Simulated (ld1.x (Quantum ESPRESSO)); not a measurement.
# xenon, TM: configuration errors across variants

| Item | Value |
| --- | --- |
| Element | Xe (Z = 54) |
| Generator | ld1.x (Quantum ESPRESSO) 7.5 |
| Type | norm-conserving Troullier–Martins (Kleinman–Bylander form) |
| Functional | PBEsol |
| Relativity | scalar-relativistic |
| Frozen core | [Kr] 4d10 |
| Valence charge | 8 |
| Reference configuration | 5s2 5p6 |
| Partial waves | 5p (bound): rc 1.85 bohr; 5d channel at 0.25 Ry: rc 1.55 bohr; 5s (bound): rc 1.70 bohr |
| Local potential | the s channel |
| Core correction | none |

All-electron excitation energies from the reference (eV): (1) 5s2 5p5 12.551; (2) 5s2 5p4 34.331; (3) 5s2 5p3 66.102; (4) 5s2 5p5.5 5.177; (5) 5s2 5p2 108.485; (6) 5s1 5p6 24.728.

A true bound ghost makes a file unfit for plane-wave use even where its test errors are small: the radial tests pick states by their node count and pass the ghost by.

Errors AE − PS in meV (a dash: test not solved or not reliable):

| change | (1) | (2) | (3) | (4) | (5) | (6) | bound ghosts |
| --- | --- | --- | --- | --- | --- | --- | --- |
| base | -3.8 | -10 | -20 | -1.6 | -31 | +2.4 | d |
| all radii scaled by about 0.76 (s 1.30, p 1.42, d 1.18 bohr) | -4.6 | -14 | -26 | -1.7 | -30 | +2.7 | p |
| all radii scaled by about 0.83 (s 1.40, p 1.54, d 1.28 bohr) | -3.7 | -11 | -22 | -1.5 | -37 | +5.4 | none |
| all radii scaled by about 0.91 (s 1.54, p 1.68, d 1.40 bohr) | -3.6 | -10 | -21 | -1.5 | -35 | +4.2 | d |
| all radii scaled by about 1.11 (s 1.88, p 2.06, d 1.72 bohr) | -3.6 | -9.0 | -16 | -1.5 | -21 | +1.7 | d |
| all radii scaled by about 1.16 (s 1.98, p 2.16, d 1.80 bohr) | -3.2 | -7.4 | -12 | -1.5 | -14 | +1.8 | d |
| all radii scaled by about 1.32 (s 2.24, p 2.44, d 2.04 bohr) | -1.7 | -0.7 | +2.6 | -1.1 | +6.8 | +1.1 | none |
| all radii scaled by about 1.40 (s 2.38, p 2.60, d 2.18 bohr) | -1.1 | +0.4 | +0.6 | -0.9 | -8.6 | +0.6 | none |

Q: Give the same row for: all radii scaled by about 1.24 (s 2.10, p 2.28, d 1.92 bohr).

A: -2.8, -5.9, -9.7, -1.3, -15, +3.0; bound ghosts: none.
